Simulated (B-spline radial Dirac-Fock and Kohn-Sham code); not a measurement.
**Subshell cross sections of Mg, photon energy 6000 eV**

System: the free magnesium atom, [Ne] 3s2.

Input file task.json (cfg lists n, l and occupation; rrms is the nuclear radius in fm):

```json
{"items": [{
  "Z": 12,
  "q": 0,
  "cfg": [[1, 0, 2], [2, 0, 2], [2, 1, 6], [3, 0, 2]],
  "A": 24,
  "rrms": 3.057,
  "do": ["binding", "quiet", "photo", "scan"],
  "hv": [21.22, 40.81, 60, 80, 100, 150, 200, 300, 400, 600, 800, 1000, 1253.6, 1486.9, 2000, 2984.4, 4000, 5414.7, 6000, 8047.8, 9251.7, 12000, 15000, 17479.3, 22162.9, 30000, 40000, 59318.2, 80000, 100000, 150000, 200000]
}]}
```

Command: `python xray_run.py task.json out`

These are calculated numbers from a B-spline atomic structure program; the model is a relativistic central-field model (Hartree-Slater potential of the initial state, Latter tail, multipole expansion of the photon field, Dirac-Fock thresholds). The asymmetry parameter β is from the dipole term alone. Kinetic energies are from the vacuum level.

The last column is dσ/dΩ = σ/(4π) · [1 − (β/2) P₂(cos θ)] at θ = 90° from the beam of unpolarised light.

| subshell | electrons | binding (eV) | kinetic (eV) | σ (kb) | β | dσ/dΩ (kb/sr) |
| --- | --- | --- | --- | --- | --- | --- |
| 1s | 2 | 1310.8 | 4689.2 | 3.54 | 2.00 | 0.423 |
| 2s | 2 | 97.82 | 5902.2 | 0.206 | 2.00 | 0.0246 |
| 2p1/2 | 2 | 56.57 | 5943.4 | 0.0106 | 0.34 | 0.000912 |
| 2p3/2 | 4 | 56.30 | 5943.7 | 0.0205 | 0.32 | 0.00177 |
| 3s | 2 | 6.62 | 5993.4 | 0.0116 | 2.00 | 0.00139 |

Branching ratios of the spin-orbit partners (statistical value in brackets): 2p 1.94 (2.00).
